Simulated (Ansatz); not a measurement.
Frontier orbitals of `C#[C][Hf]([F])([N](C)C)[N](C)C`.

Cartesian coordinates in Å:
```
C 1.8015 0.4300 3.2819
C 1.3269 -0.0136 2.2545
Hf 0.5074 -0.8687 0.3888
F 0.8291 -2.7596 0.2597
N -1.4760 -0.4941 0.4690
C -2.2186 -1.3168 1.3984
C -2.3134 0.4383 -0.2383
N 1.2800 0.1651 -1.1583
C 1.1820 1.6032 -1.0476
C 1.9379 -0.2723 -2.3624
H 2.2178 0.8185 4.1842
H -1.5591 -2.0256 1.9162
H -2.9935 -1.9086 0.8914
H -2.7064 -0.7111 2.1742
H -2.8199 1.1282 0.4518
H -3.0942 -0.0778 -0.8155
H -1.7244 1.0349 -0.9380
H 0.6965 1.8935 -0.1063
H 0.5956 2.0372 -1.8700
H 2.1721 2.0783 -1.0491
H 2.9633 0.1177 -2.4252
H 1.9934 -1.3631 -2.3988
H 1.4021 0.0662 -3.2604
```

Total charge 0; spin multiplicity 1. Correlated methods include outer-core shells of Hf, which these sets cover unevenly. Hf: def2 effective core potential. The geometry is a stationary point of PBE0-D4/def2-TZVP. It is one conformer, not always the lowest. Basis def2-TZVPP, the Gaussian-basis code of Ansatz.

Orbital energies of one run (eV). Highest occupied ones, from the top: -8.82, -9.08, -10.19, -10.26, -11.57, -11.70, -12.50, -12.98, -13.19, -13.62, -13.78, -14.03, -14.06, -14.45. Empty: 1.53, 1.61, 1.88, 2.56, 2.68, 2.96.

Question: Which functional gave them?
A. CAM-B3LYP
B. ωB97X-V
C. r2SCANh
D. HSE06 (plane-wave form)

Answer: B. HOMO energies: ωB97X-V -8.82, HSE06 -6.10, r2SCANh -5.94, CAM-B3LYP -7.83 eV.
